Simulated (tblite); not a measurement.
Compound: C₆H₅FNS (doublet state).
Bonds: C1–C2, C2–C3 (aromatic), C3–F4, C3–C5 (aromatic), C5–N6 (aromatic), N6–C7 (aromatic), C7–C8 (aromatic), C8–S9, C2–C8 (aromatic). Hydrogens: H10, H11, H12 on C1; H13 on C5; H14 on C7.
Bond orders are those of one Lewis drawing.

Computed with GFN2-xTB (tblite), gas phase: L-BFGS steps from a force-field or distance-geometry start until the largest atomic force falls under 0.01 eV/Å.

At the end of the run (lengths in Å): C8–S9 1.711, N6–C7 1.308, C5–N6 1.321, C7–C8 1.408, C2–C8 1.409, C3–C5 1.388, C3–F4 1.346, C5–N6–C7 120.0°, C3–C5–N6 121.1°, C1–C2–C8 121.2°, C1–C2–C3 122.5°.

Task: These geometries were met on the way; a selection of coordinates is given. Order them by energy above the end point, lowest first.
A. C8–S9 1.776, N6–C7 1.311, C5–N6 1.319, C7–C8 1.423, C2–C8 1.417, C3–C5 1.400, C3–F4 1.353, C5–N6–C7 118.7°, C3–C5–N6 122.5°, C1–C2–C8 122.8°, C1–C2–C3 120.5°
B. C8–S9 1.713, N6–C7 1.308, C5–N6 1.320, C7–C8 1.409, C2–C8 1.408, C3–C5 1.385, C3–F4 1.344, C5–N6–C7 119.8°, C3–C5–N6 120.9°, C1–C2–C8 123.1°, C1–C2–C3 121.1°
C. C8–S9 1.706, N6–C7 1.307, C5–N6 1.321, C7–C8 1.414, C2–C8 1.416, C3–C5 1.387, C3–F4 1.349, C5–N6–C7 120.3°, C3–C5–N6 120.6°, C1–C2–C8 123.1°, C1–C2–C3 120.5°
D. C8–S9 1.819, N6–C7 1.352, C5–N6 1.345, C7–C8 1.394, C2–C8 1.409, C3–C5 1.378, C3–F4 1.359, C5–N6–C7 115.2°, C3–C5–N6 124.4°, C1–C2–C8 123.5°, C1–C2–C3 120.5°
E. C8–S9 1.731, N6–C7 1.305, C5–N6 1.318, C7–C8 1.422, C2–C8 1.422, C3–C5 1.390, C3–F4 1.352, C5–N6–C7 119.9°, C3–C5–N6 121.5°, C1–C2–C8 122.9°, C1–C2–C3 120.6°

Result: B (0.008 eV), C (0.017 eV), E (0.037 eV), A (0.093 eV), D (0.230 eV).

```csv
step,E above end (eV),"rms distance from the end, all atoms (Å)",largest force (eV/Å),rms shift of all bonds from the end (Å)
6,0.008,0.029,0.112,0.001
3,0.017,0.034,0.424,0.004
2,0.037,0.037,0.666,0.008
1,0.093,0.043,1.473,0.018
0,0.230,0.050,2.405,0.033
```

Rows stand in the order of the answer.
